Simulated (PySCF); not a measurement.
**Ni (nickel, neutral) across methods**

[Ar] 3d7 4s2 4p1, one real determinant (an excited configuration). Calculation: PySCF 2.14, in x2c-QZVPPall with one added diffuse shell each of s, p, d, f, g type (12s8p7d5f3g, 133 functions); the spin-free X2C one-electron Hamiltonian (Gaussian nucleus).

```json
{"method": "PW91", "E (hartree)": "-1520.432", "mean ε 4s α (eV)": "-8.503", "mean ε 4s β (eV)": "-7.322", "mean ε 4p α (eV)": "-3.047", "Σ⟨r²⟩ (bohr²)": "43.48", "⟨S²⟩": "6.004"}
{"method": "PBE", "E (hartree)": "-1520.048", "mean ε 4s α (eV)": "-8.434", "mean ε 4s β (eV)": "-7.271", "mean ε 4p α (eV)": "-3.013", "Σ⟨r²⟩ (bohr²)": "43.56", "⟨S²⟩": "6.004"}
{"method": "B3LYP", "E (hartree)": "-1520.351", "mean ε 4s α (eV)": "-9.245", "mean ε 4s β (eV)": "-8.110", "mean ε 4p α (eV)": "-3.551", "Σ⟨r²⟩ (bohr²)": "43.54", "⟨S²⟩": "6.005"}
{"method": "UHF", "E (hartree)": "-1518.91559", "mean ε 4s α (eV)": "-11.710", "mean ε 4s β (eV)": "-9.547", "mean ε 4p α (eV)": "-5.579", "Σ⟨r²⟩ (bohr²)": "44.49", "⟨S²⟩": "6.008"}
{"method": "r2SCAN", "E (hartree)": "-1520.273", "mean ε 4s α (eV)": "-8.681", "mean ε 4s β (eV)": "-7.412", "mean ε 4p α (eV)": "-3.251", "Σ⟨r²⟩ (bohr²)": "42.98", "⟨S²⟩": "6.009"}
{"method": "PBEsol", "E (hartree)": "-1518.720", "mean ε 4s α (eV)": "-8.462", "mean ε 4s β (eV)": "-7.275", "mean ε 4p α (eV)": "-2.989", "Σ⟨r²⟩ (bohr²)": "43.34", "⟨S²⟩": "6.004"}
{"method": "LDA", "E (hartree)": "-1517.506", "mean ε 4s α (eV)": "-8.638", "mean ε 4s β (eV)": "-7.535", "mean ε 4p α (eV)": "-3.016", "Σ⟨r²⟩ (bohr²)": "43.23", "⟨S²⟩": "6.003"}
```

Problem. Estimate the same row for PBE0.

Solution. E (hartree) = -1520.067; mean ε 4s α (eV) = -9.449; mean ε 4s β (eV) = -8.045; mean ε 4p α (eV) = -3.816; Σ⟨r²⟩ (bohr²) = 43.30; ⟨S²⟩ = 6.006.

⟨L²⟩ = 13.94 against 20 for a pure G term, so this real determinant mixes terms.
